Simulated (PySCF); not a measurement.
Ge(H)(OH)(OEt)2, SMILES CC[O][GeH]([OH])[O]CC (C4H12GeO3) at its GFN2-xTB optimised geometry (Å):

```
20

Ge     0.1871     0.8724     0.0000
O      1.9170     0.8724     0.0000
O     -0.3905    -0.0166    -1.3928
C      0.1437     0.0232    -2.7031
C      0.0075     1.3903    -3.3537
O     -0.2370     0.0228     1.4599
C     -1.5207    -0.3340     1.9404
C     -2.1925    -1.3928     1.0832
H     -0.3425     2.2849     0.0000
H      2.3162     0.6487     0.8390
H     -0.4219    -0.7260    -3.2677
H      1.1981    -0.2708    -2.6850
H      0.3542     1.3481    -4.3828
H     -1.0316     1.7104    -3.3381
H      0.6071     2.1140    -2.8036
H     -2.1591     0.5542     2.0037
H     -1.3525    -0.7130     2.9547
H     -2.3162    -1.0146     0.0710
H     -1.5732    -2.2849     1.0431
H     -3.1644    -1.6466     1.4987
```

Method: B3LYP/def2-SVP in PySCF. Cells within 0.4 Å of a nucleus heavier than hydrogen are left out (blank, or x).

Map of the HOMO amplitude (bohr^(-3/2)) on the plane z = 0.0 Å; orbital energy -7.48 eV, overall sign arbitrary:

```
|5555555555555555555555555555555|
|5555555555555555555555555555555|
|5555555555555555555555555555555|
|5555555555555555555555555555555|
|5555555555555444555555555555555|
|5555555555554444455555555555555|
|5555555555544323445555555555555|
|5555555555543101345555555555555|
|5565555555543101345556555555555|
|5666665555554322345566655555555|
|6666666655555444555676555555555|
|666666666666555xx5678xx44555555|
|666666666666665xx4679xx34555555|
|666666666666665xx6678xx34555555|
|6666666666666666666665445555555|
|6666666666666665555565555555555|
|6666666666665555555555555555555|
|6666666666655554455555555555555|
|6666666666655555555555555555555|
|6666666666655555555555555555555|
|6666666666655555555555555555555|
|6666666666655555555555555555555|
|6666666666665555555555555555555|
|6666666666665555555555555555555|
|6666666666665555555555555555555|
|6666666666665555555555555555555|
|6666666666655555555555555555555|
|6666666666655555555555555555555|
|6666666665555555555555555555555|
|6666666655555555555555555555555|
|5566665555555555555555555555555|
```
Scale: ten equal steps from -0.115 (start of '0') to 0.077 (end of '9'), in the order '0123456789'; x runs from -4.50 to 4.50, y from -4.50 (bottom) to 4.50 (top).
